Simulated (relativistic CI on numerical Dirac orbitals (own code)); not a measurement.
Co⁵⁺: L2,3 absorption edge

Computed with this model: Dirac-Coulomb-Breit CI, separate exchange-only KLI orbitals for each configuration, a model potential for QED, valence Slater integrals scaled by 0.9, multiplet model of core-to-valence dipole absorption; configurations [Ar] 3d4 → [He] 2s2 2p5 3s2 3p6 3d5; 300 K; Lorentzian 0.24 eV and Gaussian 0.3 eV FWHM. Energies are those of the free ion, without screening or charge transfer. The branching ratio is the share of the lower-energy edge in the whole absorption, uncertain by about 0.02 where the edges overlap. S is read from ⟨S²⟩ = S(S + 1).

Field parameters in Wybourne normalisation: D3d B²₀ = −7Dσ, B⁴₀ = −14Dq − 21Dτ, B⁴₃ = −14√(10/7) Dq; D4h B²₀ = −7Ds, B⁴₀ = 21(Dq − Dt), B⁴₄ = 21√(5/14) Dq; Td as Oh with Dq negative (B⁴₀ = 21Dq, B⁴₄ = √(5/14) B⁴₀). The field is a parameter set, without covalency.

Case Td, 10Dq = -4600 cm⁻¹, the dichroism is that of the ground state at zero temperature, magnetised by exchange field 10 meV on Sz. The dichroism I(Δm = −1) − I(Δm = +1), over the sum of the three polarisations, integrates to 0.0329 on the lower edge and 0.0340 on the upper edge. The branching ratio is 0.780.

Problem. Use the orbital sum rule with 6 holes to get ⟨Lz⟩.

Solution. For a p → d edge ⟨Lz⟩ = 2 × n_h × (sum of both integrals) in this sign convention = 0.80; the ground state itself has ⟨Lz⟩ = 0.81 and ⟨Sz⟩ = -1.34. The rule assumes one radial integral for both edges, which relativistic orbitals only approach.
